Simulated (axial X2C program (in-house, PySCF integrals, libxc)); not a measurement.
# Potential curves of TiGa, with spin–orbit coupling

Computed with an in-house all-electron X2C program for linear molecules (integrals from PySCF). Two-component (2c) means X2C with spin–orbit coupling and atomic mean-field two-electron Coulomb and Gaunt terms. Basis: Ga dyall-cv3z [9s9p7d4f1g], Ti dyall-cv3z [10s10p6d4f2g] (cores contracted in-house); Gaussian nuclei, density fitting, unrestricted open shells. Masses: Ga 68.926 u, Ti 47.948 u.

State: Ω = 1/2 (⟨Sz⟩ = 2.50, ⟨Lz⟩ = -2.00 at PBE0). Energies in kJ/mol from the lowest point of each curve. Fits are polynomials in 1 − R0/R over 0.85 to 1.23 times the lowest point R0.

```json
{"R (Å)": "2.3218", "PBE0": "8.58"}
{"R (Å)": "2.3959", "PBE0": "1.81"}
{"R (Å)": "2.4700", "PBE0": "0.00"}
{"R (Å)": "2.5564", "PBE0": "2.60"}
{"R (Å)": "2.6429", "PBE0": "8.87"}
{"R (Å)": "2.7541", "PBE0": "20.50"}
```

The state is one determinant whose occupation by symmetry is held fixed; it was picked as the lowest of a PBE0 search that is not exhaustive. Density functionals use the spin component along the axis (collinear). PBE0 can misorder states that lie within some tenths of an eV, so this need not be the ground state of the molecule. The nearest other 2c determinant of the search, Ω = 9/2, lies 0.02 eV up at the distance of the search. The functionals have no current-density term, which raises determinants with orbital currents, atoms included. The spin of this state cannot come from the lowest atoms; the curve heads to a higher limit, and no De is given. With several unpaired electrons one determinant need not be a pure state.

Q: Fit the PBE0 curve near its minimum: give the equilibrium distance and the harmonic wavenumber.

A: At PBE0, 2c: Re = 2.465 Å, ωe ≈ 264 cm⁻¹; Be follows as 0.0981 cm⁻¹.
